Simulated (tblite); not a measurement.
A tight-binding relaxation on `C=C[N]([GeH3])C(C)(C)C`.

Computed with GFN2-xTB geometry optimisation, gas phase (tblite 0.8.0). Start geometry: from a force field or distance geometry. The command runs a driver script over a list of jobs; the input below is this job's line of settings and its coordinates in Å.

Command:
```bash
OMP_NUM_THREADS=1 python probes_run.py task.json out
```

Input:
```
{"job": {"kind": "relax", "xc": "GFN2-xTB", "basis": "xTB"}, "charge": 0, "multiplicity": 1}
C      2.651300    -0.194500     1.293100
C      1.631400    -0.633400     0.536100
N      0.598400     0.233500     0.088000
Ge     1.134800     1.813500    -0.818900
C     -0.799100    -0.277600    -0.057300
C     -0.915100    -1.081900    -1.374700
C     -1.818700     0.888100    -0.098500
C     -1.164400    -1.180300     1.135400
H      2.712400     0.845300     1.585600
H      3.397100    -0.879800     1.649900
H      1.581300    -1.700000     0.331800
H      2.619900     2.121100    -0.514700
H      0.269000     3.010000    -0.338000
H      0.975900     1.607500    -2.341200
H     -0.664100    -0.433200    -2.243500
H     -0.212900    -1.942300    -1.351200
H     -1.941300    -1.467600    -1.502700
H     -2.862500     0.491900    -0.083100
H     -1.714400     1.498400    -1.010400
H     -1.676100     1.544700     0.796100
H     -2.240300    -1.488100     1.082000
H     -1.010100    -0.642100     2.090100
H     -0.557100    -2.106200     1.156300
```

Problem. Give the output.

Solution. 
```
step      E/eV     max force
  0    -688.82536    1.074
  1    -688.91928    0.887
  2    -688.99018    0.808
  3    -689.02667    0.488
  4    -689.05842    0.326
  5    -689.07079    0.283
  6    -689.08933    0.222
  7    -689.09578    0.239
  8    -689.10176    0.178
  9    -689.10662    0.189
... (59 lines left out)
 69    -689.16673    0.016
 70    -689.16678    0.017
 71    -689.16684    0.016
 72    -689.16688    0.014
 73    -689.16690    0.015
 74    -689.16692    0.014
 75    -689.16695    0.014
 76    -689.16698    0.015
 77    -689.16702    0.012
 78    -689.16704    0.008
```

«max force» is the largest atomic force in eV/Å.

Problem. From which step on does the largest force stay under 0.1 eV/Å, and how much energy is left to gain from there?

Solution. From step 42 (0.093 eV/Å), 8.9 meV above the end.

In short: energy lowered by 7.9 kcal/mol over 78 steps; largest atomic force 0.008 eV/Å at the end.

Problem. Where do the atoms end?

Solution. 0.247 Å rms from the input after alignment:
```
atom  x, y, z in Å
C1     2.6278   -0.1657    1.2400
C2     1.5386   -0.5745    0.6025
N3     0.5687    0.2577    0.0619
Ge4    1.0778    1.8462   -0.6937
C5    -0.7752   -0.3041   -0.1021
C6    -0.8452   -1.1740   -1.3627
C7    -1.7796    0.8436   -0.2164
C8    -1.1622   -1.1317    1.1323
H9     2.8197    0.8792    1.4261
H10    3.3512   -0.8703    1.6070
H11    1.3647   -1.6367    0.4786
H12    2.5634    1.8214   -0.8059
H13    0.6272    3.0109    0.1436
H14    0.4869    2.0047   -2.0687
H15   -0.6175   -0.5705   -2.2402
H16   -0.1235   -1.9861   -1.3092
H17   -1.8382   -1.6019   -1.4774
H18   -2.7909    0.4502   -0.2897
H19   -1.5863    1.4469   -1.1017
H20   -1.7161    1.4794    0.6651
H21   -2.2263   -1.3547    1.1061
H22   -0.9454   -0.5688    2.0377
H23   -0.6243   -2.0743    1.1767
```

The run took 0.75 s wall on one thread, Intel Xeon Platinum 8375C at 2.90 GHz (x86_64), shared host with 64 logical CPUs at a one-minute load of 21.
Labels such as C1 count atoms from 1, the log's own numbers from 0.
